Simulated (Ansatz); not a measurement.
`CS[SiH2]N`, charge 0, multiplicity 1.

(1) Give a relaxed structure at PBE0-D4/def2-TZVP (Ansatz). (Best estimate.)

Answers

(1) Computed: 
Cartesian coordinates in Å:
```
C -0.4375 1.7765 0.3437
S 1.1445 1.1701 -0.3073
Si 0.5805 -0.8254 -0.7996
N 0.0387 -1.8026 0.4959
H -0.7724 1.1655 1.1820
H -1.2011 1.7890 -0.4345
H -0.2734 2.7950 0.6940
H 1.8192 -1.3718 -1.4061
H -0.5523 -0.8118 -1.7618
H 0.5970 -1.9631 1.3176
H -0.9433 -1.9215 0.6762
```
This is one stationary point; other conformers may exist.
